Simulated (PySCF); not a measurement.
Isomers of C4H8F3PSi, mass 172.008 u with the commonest isotopes. Method: PBE0/pcSseg-1 in PySCF (dipole) on a GFN2-xTB geometry, gas phase. One conformer each, none proved a minimum here; rigid rotors.

Question: Order these by radius of gyration √(Σ m r²/M), smallest first.
A. `[F:1][C:2]([F:3])([F:4])[P:5]([SiH3:6])[CH:7]1[CH2:8][CH2:9]1` with C2–P5–C7–C8 166°
B. `[CH3:1][SiH2:2][P:3]([CH3:4])[C:5]([F:6])=[C:7]([F:8])[F:9]` with C1–Si2–P3–C4 174°, Si2–P3–C5–F6 75°
C. `[F:1][C:2]([F:3])([F:4])[P:5]1[CH2:6][CH:7]([SiH3:8])[CH2:9]1` with C2–P5–C6–C7 87°, P5–C6–C7–Si8 131°, C6–C7–C9–P5 -9°, C2–P5–C9–C7 -88°

Answer: A (2.130 Å), B (2.233 Å), C (2.307 Å).

Question: Order these by rotational constant B, largest first.
A. `[CH3:1][SiH2:2][P:3]([CH3:4])[C:5]([F:6])=[C:7]([F:8])[F:9]` with C1–Si2–P3–C4 174°, Si2–P3–C5–F6 75°
B. `[F:1][C:2]([F:3])([F:4])[P:5]1[CH2:6][CH:7]([SiH3:8])[CH2:9]1` with C2–P5–C6–C7 87°, P5–C6–C7–Si8 131°, C6–C7–C9–P5 -9°, C2–P5–C9–C7 -88°
C. `[F:1][C:2]([F:3])([F:4])[P:5]([SiH3:6])[CH:7]1[CH2:8][CH2:9]1` with C2–P5–C7–C8 166°

Answer: C (1032 MHz), A (843.4 MHz), B (619.2 MHz).

Question: Order these by dipole moment, largest first.
A. `[CH3:1][SiH2:2][P:3]([CH3:4])[C:5]([F:6])=[C:7]([F:8])[F:9]` with C1–Si2–P3–C4 174°, Si2–P3–C5–F6 75°
B. `[F:1][C:2]([F:3])([F:4])[P:5]1[CH2:6][CH:7]([SiH3:8])[CH2:9]1` with C2–P5–C6–C7 87°, P5–C6–C7–Si8 131°, C6–C7–C9–P5 -9°, C2–P5–C9–C7 -88°
C. `[F:1][C:2]([F:3])([F:4])[P:5]([SiH3:6])[CH:7]1[CH2:8][CH2:9]1` with C2–P5–C7–C8 166°

Answer: C (2.57 D), B (2.20 D), A (1.59 D).

```tsv
SMILES	point group	Ia (u·Å²)	Ib (u·Å²)	Ic (u·Å²)	κ	μa (D)	μb (D)	μc (D)
FC(F)(F)P([SiH3])C1CC1	C1	359.41	489.92	710.94	-0.08	2.20	1.17	0.60
FC(F)(F)P1CC([SiH3])C1	near Cs	191.19	816.18	822.90	-1.00	2.20	0.01	0.03
C[SiH2]P(C)C(F)=C(F)F	C1	365.07	599.23	751.21	-0.52	1.59	0.04	0.15
```
